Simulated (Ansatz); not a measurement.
Consider the hydrogenolysis of a Ge–C bond: `[CH3][GeH]([NH2])[NH2]` + H₂ → `[NH2][GeH2][NH2]` + CH₄.

Gas-phase electronic energies from Ansatz, PBE0-D4/def2-TZVP geometries. CCSD(T)/CBS adds triple-zeta CCSD(T) − MP2 to the extrapolated MP2 energy (def2 sets, frozen cores). This one scheme is used for every species. DFT in def2-TZVPP. For Ge outer-core shells are correlated without core-valence functions, which leaves a few kJ/mol of doubt a bond. Scalar relativity is left out up to krypton. One conformer a species, not always the lowest.

Task: Is it downhill or uphill in electronic energy at CCSD(T)/CBS, and by how much? (An estimate is asked.)

Result: Computed: Downhill: ΔE = -28.7 kJ/mol.

Task: What do these levels give: PBE-D4, r2SCAN-D4, PBE0-D4, PBE, r2SCAN, PBE0, MP2/def2-TZVPP, SCS-MP2/def2-TZVPP, CCSD/def2-TZVPP, SCS-MP2/def2-QZVPP, MP2/CBS(def2), CCSD/CBS(def2)? (Best estimate.)

Result: Computed: PBE-D4 -30.8, r2SCAN-D4 -32.1, PBE0-D4 -33.3, PBE -36.4, r2SCAN -33.7, PBE0 -38.3, MP2/def2-TZVPP -23.8, SCS-MP2/def2-TZVPP -30.2, CCSD/def2-TZVPP -33.5, SCS-MP2/def2-QZVPP -30.1, MP2/CBS(def2) -23.2, CCSD/CBS(def2) -32.8 kJ/mol.

Largest T1 diagnostic among the species: 0.010.

The D4 term adds +8.8 kJ/mol with B3LYP and +4.9 kJ/mol with PBE0; it sums over pairs of atoms, weighted by their polarisabilities, and B3LYP, whose exchange is more repulsive, gets the larger term. In def2-TZVPP, CCSD(T) changes the Hartree–Fock value by +24.8 kJ/mol (the triples alone add +4.2 kJ/mol) and MP2 by +30.3 kJ/mol.

B3LYP here is the variant with VWN-RPA as its local correlation; programs differ in this.
